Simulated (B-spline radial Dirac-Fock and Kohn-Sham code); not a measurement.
Z = 55 (cesium), transition energy 72.1 keV. The computed values come from a radial atomic solver: a Dirac-Hartree-Slater potential of the neutral atom with a Latter tail (no hole, which puts coefficients of high multipoles low close above an edge), finite nucleus with surface currents. Subshells that would emit electrons below 1 keV are left out.

Q: A pure transition shows α(K) = 1.99, L1/L2 = 12.9 and L1/L3 = 56.3. What is its multipolarity?
A. E1
B. E4
C. M1
D. E2
E. M3
F. M2
G. E3
H. M4

A: C. For comparison, α(K), L1/L2, L1/L3 are E1 0.463, 5.30, 3.77; E2 3.12, 0.290, 0.237; E3 16.2, 0.0292, 0.0259; E4 81.0, 0.00941, 0.00867; M2 24.0, 8.84, 4.57; M3 177, 6.08, 0.945; M4 1180, 4.54, 0.409.
